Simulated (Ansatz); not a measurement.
Relaxation of Cl$_{3}$FH$_{4}$HfOSi (11 atoms, charge 0, multiplicity 1), to a largest force component of 0.03 eV/Å in at most 50 steps.

Method: RKS PBE/def2-SVP (Ansatz 0.2.0).

```xyz
11
Properties=species:S:1:pos:R:3
Hf 0.408 0.345 -0.391
Cl -1.226 0.521 2.943
Cl 1.826 0.247 -2.259
Cl -1.435 1.686 -0.984
F -0.082 -1.458 -0.009
O 1.508 1.149 1.106
Si 2.951 1.687 1.806
H 3.872 0.517 2.016
H 3.607 2.702 0.914
H 2.615 2.311 3.132
H -0.016 1.042 2.699
```

Q: Where does it end, and by what steps?

A: It converged. After 14 steps the energy has fallen by 0.122 eV; Cl2 moved furthest, 0.46 Å. Joined: Hf1–Cl2 (3.72 → 3.04 Å).

```csv
step,energy less start (eV),largest force component (eV/Å),accepted
0,0.0000,1.089,yes
1,-0.0822,0.349,yes
2,-0.0990,0.273,yes
3,-0.1078,0.254,yes
4,-0.1121,0.232,yes
5,-0.1141,0.204,yes
6,-0.1156,0.122,yes
7,-0.1174,0.063,yes
8,-0.1189,0.141,yes
9,-0.1203,0.190,yes
10,-0.1212,0.152,yes
11,-0.1213,0.054,yes
12,-0.1213,0.069,yes
13,-0.1221,0.040,yes
14,-0.1224,0.016,yes
```

```xyz
11
Properties=species:S:1:pos:R:3
Hf 0.314 0.344 -0.137
Cl -1.214 0.484 2.489
Cl 1.906 0.240 -1.867
Cl -1.328 1.829 -0.969
F -0.210 -1.487 0.050
O 1.441 1.069 1.324
Si 2.951 1.703 1.781
H 3.959 0.592 1.829
H 3.376 2.751 0.795
H 2.791 2.312 3.145
H 0.041 0.912 2.533
```

Whether the end is a true minimum wasn't checked by a vibrational analysis.

The run took 41 s on 4 threads of Arm Neoverse V2, on a shared host, peak memory 0.25 GiB.
